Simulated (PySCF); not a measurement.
# Working with the constants of TlB

UHF-CCSD(T) constants of TlB, ³Π (triplet), unpaired electrons σ ↑, π ↑ (PySCF, scalar-relativistic core potentials, basis sets Tl aug-cc-pVDZ-PP with ECP60, B aug-cc-pVDZ; masses 204.9744 and 11.0093 u):

- ωe: 338.2 cm⁻¹
- ωexe: 1.87 cm⁻¹
- Be: 0.25623 cm⁻¹
- αe: 0.00221 cm⁻¹
- D (centrifugal): 5.88e-07 cm⁻¹
- De to Tl + B: 1.34 eV

Give the vibrational terms G(v) and spacings up to v = 6.

G(v) = ωe(v+½) − ωexe(v+½)².

```
v  G(v) (cm⁻¹)  G(v) − G(v−1)  Bv (cm⁻¹)
0        168.6                    0.2551
1        503.1          334.5     0.2529
2        833.8          330.7     0.2507
3       1160.8          327.0     0.2485
4       1484.0          323.2     0.2463
5       1803.5          319.5     0.2441
6       2119.3          315.8     0.2419
```

How well does the Morse estimate ωe²/(4ωexe) reproduce De, and what is D0?

It gives 1.90 eV, 141 % of the computed De. D0 = De − G(0) = 1.34 − 0.02 = 1.32 eV.

Correlated steps freeze 5 core orbitals. Correlated levels converge slowly with the basis: in double zeta they bind strong bonds too weakly, by up to about 1 eV, and carry superposition errors of some tenths. Spin–orbit coupling is left out, which matters for elements this heavy, above all for dissociation energies. The state is the lowest determinant that a PBE0 search found; another state may lie lower at other levels.
